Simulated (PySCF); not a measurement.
A structure optimised at r2SCAN-D4/def2-SVP, used in a PySCF frequency run:

```
O
B 1 1.3435
C 1 1.4185 2 122.59
H 3 1.0981 1 107.85 2 180.00
H 3 1.1029 4 109.11 1 120.61
H 3 1.1029 4 109.11 5 118.78
Cl 2 1.7728 1 117.53 3 180.00
S 2 1.8232 1 121.05 3 0.00
H 8 1.3487 2 95.64 1 -180.00
```
Charge 0, spin multiplicity 1.

Q: Write its SMILES, formula and point group.

A: COB(S)Cl, CH4BClOS, Cs

Q: What are its rotational constants (standard atomic weights)?

A: 3.7919, 2.3465, 1.4631 GHz
